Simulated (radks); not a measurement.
Values are calculated unless marked as measured or tabulated.
Ionisation of neutral nickel, [Ar] 3d8 4s2, to Ni+, [Ar] 3d9, under several functionals. Dirac Kohn-Sham, spin-unpolarised, spherical densities, point nucleus; open shells are shared between the two j in proportion to 2j + 1; a radial shooting solver on a logarithmic mesh with Libxc functionals.

PW91: E(Ni) (hartree) -1520.96341; Exc (hartree) -63.67079; IE (eV) 6.351; -e(HOMO) (eV) 5.704; <r> HOMO (bohr) 2.801; IE error (eV) -1.289
OLYP: E(Ni) (hartree) -1521.20739; Exc (hartree) -63.97607; IE (eV) 5.619; -e(HOMO) (eV) 5.312; <r> HOMO (bohr) 2.846; IE error (eV) -2.021
LDA (Slater exchange, VWN5 correlation): E(Ni) (hartree) -1518.11296; Exc (hartree) -60.76238; IE (eV) 6.543; -e(HOMO) (eV) 5.859; <r> HOMO (bohr) 2.783; IE error (eV) -1.097
revPBE: E(Ni) (hartree) -1520.72508; Exc (hartree) -63.42601; IE (eV) 6.171; -e(HOMO) (eV) 5.571; <r> HOMO (bohr) 2.814; IE error (eV) -1.469
PBE: E(Ni) (hartree) -1520.57896; Exc (hartree) -63.27577; IE (eV) 6.319; -e(HOMO) (eV) 5.643; <r> HOMO (bohr) 2.807; IE error (eV) -1.321
Wu-Cohen GGA: E(Ni) (hartree) -1520.14400; Exc (hartree) -62.83509; IE (eV) 6.252; -e(HOMO) (eV) 5.679; <r> HOMO (bohr) 2.783; IE error (eV) -1.388
BLYP: E(Ni) (hartree) -1520.92903; Exc (hartree) -63.62712; IE (eV) 6.497; -e(HOMO) (eV) 5.600; <r> HOMO (bohr) 2.807; IE error (eV) -1.143
BP86: E(Ni) (hartree) -1521.06772; Exc (hartree) -63.77179; IE (eV) 6.505; -e(HOMO) (eV) 5.819; <r> HOMO (bohr) 2.791; IE error (eV) -1.135
PBEsol: E(Ni) (hartree) -1519.27757; Exc (hartree) -61.94758; IE (eV) 6.265; -e(HOMO) (eV) 5.662; <r> HOMO (bohr) 2.795; IE error (eV) -1.375

NIST Atomic Spectra Database: 7.640 eV (measured). Closest: LDA (Slater exchange, VWN5 correlation). The Delta-SCF values span 0.92 eV, the total energies 3.09 hartree. The highest occupied level is 4s1/2. Spin polarisation and multiplet splitting are left out, so open shells lie too high by an amount that depends on their filling.

Beside tabulated values, note that spin-unpolarised runs miss the spin-polarisation part of the exchange energy of open shells.
